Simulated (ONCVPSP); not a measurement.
## Cutoff test, lithium, ONCV

```json
{"Element": "lithium (Li)", "Generator": "ONCVPSP 4.0.1", "Type": "optimised norm-conserving Vanderbilt (ONCV)", "Functional": "BLYP", "Relativity": "scalar-relativistic", "Frozen core": "[He]", "Valence charge": "1", "Reference configuration": "2s1", "Partial waves": "2s: rc 2.95 bohr, ncon 4, nbas 7, qcut 2.2 1/bohr, 3 projectors, debl 1.1 Ha; p scattering state at 0.26 Ha: rc 3.20 bohr, ncon 5, nbas 8, qcut 2.8 1/bohr, 2 projectors, debl 2.4 Ha; d scattering state at 0.34 Ha: rc 2.65 bohr, ncon 4, nbas 7, qcut 4.1 1/bohr, 1 projector", "Local potential": "polynomial inside 2.30 bohr (lpopt 5, dvloc0 2 Ha)", "Core correction": "Teter function, fcfact 2.75, rcfact 1.8"}
```

In the p channel the program set the typed energies aside and used 0.050, 2.450 Ha.

Question: For each optimised wave give the share of its norm inside rc, the residual kinetic energy above qcut (Ha) and the cutoffs (Ha) for errors of 10, 1, 0.1 and 0.01 mHa per electron.

Answer:

| wave | norm inside rc | residual KE | 10 mHa | 1 mHa | 0.1 mHa | 0.01 mHa |
| --- | --- | --- | --- | --- | --- | --- |
| 2s | 0.330 | 3.0e-04 | 0.3 | 1.8 | 5.0 | 12.6 |
| s projector 2 | 0.193 | 2.0e-02 | 2.6 | 6.9 | 16.2 | 19.3 |
| s projector 3 | 0.218 | 9.1e-02 | 4.3 | 8.9 | 17.5 | 26.6 |
| p projector 1 | 0.139 | 1.1e-04 | 1.0 | 2.4 | 4.1 | 15.1 |
| p projector 2 | 0.184 | 1.0e-01 | 5.9 | 21.1 | 25.2 | 28.0 |
| d projector 1 | 0.166 | 1.7e-06 | 1.3 | 2.0 | 4.7 | 6.6 |

The occupied waves need 1.8 Ha and 5.0 Ha for 1 and 0.1 mHa. The cutoffs count occupied waves only; projector 2 of the p channel, the hardest unoccupied one, needs 21 Ha at the loose tolerance.
